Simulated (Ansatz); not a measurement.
Species: MoO₃, charge 0, multiplicity 1. 
Structure (B3LYP-D3(BJ)/def2-TZVP (Ansatz, a quantum-chemistry and plane-wave program) minimum search):
```
Mo
O 1 1.7059
O 1 1.7059 2 110.40
O 1 1.7059 2 110.40 3 -122.34
```
Charge 0, spin multiplicity 1.

Parts of the frozen-core correlation energy in def2-TZVPP (Ansatz, hartree). Frozen orbitals: 7; correlated occupied orbitals by spin: 12 and 12; virtual: 130 and 130. No spin-orbit coupling. In def2 rows, elements after Kr have scalar-relativistic effective core potentials. The restricted reference is unstable.

```
term                            value
-------------------------  ----------
reference (HF)             -292.17800
MP2 opposite-spin            -0.75479
MP2 same-spin                       ?
CCSD correlation                    ?
(T)                                 ?
T1 diagnostic                   0.034
largest doubles amplitude       0.049
```

Problem. Complete the blanks.

Solution. 
- MP2 same-spin, value: -0.31537
- CCSD correlation, value: -0.96200
- (T), value: -0.07602
